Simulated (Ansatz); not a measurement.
Reaction (substitution at a C–Br bond): `FC([SiH3])CBr` + HCl → `FC([SiH3])CCl` + HBr

Isolated molecules relaxed with PBE0-D4/def2-TZVP in Ansatz; ΔE leaves out vibrations. CBS: MP2 limit from def2 TZ/QZ plus the TZ coupled-cluster correction, frozen cores. This one scheme is used for every species. DFT in def2-TZVPP. B3LYP here is the variant with VWN-RPA as its local correlation; programs differ in this. For Br outer-core shells are correlated without core-valence functions, which leaves a few kJ/mol of doubt a bond. Scalar relativity is left out up to krypton. One conformer a species, not always the lowest.

```csv
level,ΔE (kcal/mol)
PBE0-D4,1.9
B3LYP-D4,2.1
B2PLYP,2.2
PBE,1.8
r2SCAN,1.9
CCSD/def2-TZVPP,2.7
CCSD(T)/def2-TZVPP,2.8
MP2/CBS(def2),2.9
```

Q: What does CCSD(T)/CBS give? (An estimate is asked.)

A: Computed: +2.5 kcal/mol. The listed levels differ from it by -0.6, -0.4, -0.3, -0.7, -0.6, 0.2, 0.3, 0.4 kcal/mol.

Largest T1 diagnostic among the species: 0.011.

In def2-TZVPP, CCSD(T) changes the Hartree–Fock value by +1.4 kcal/mol (the triples alone add +0.1 kcal/mol) and MP2 by +1.9 kcal/mol.
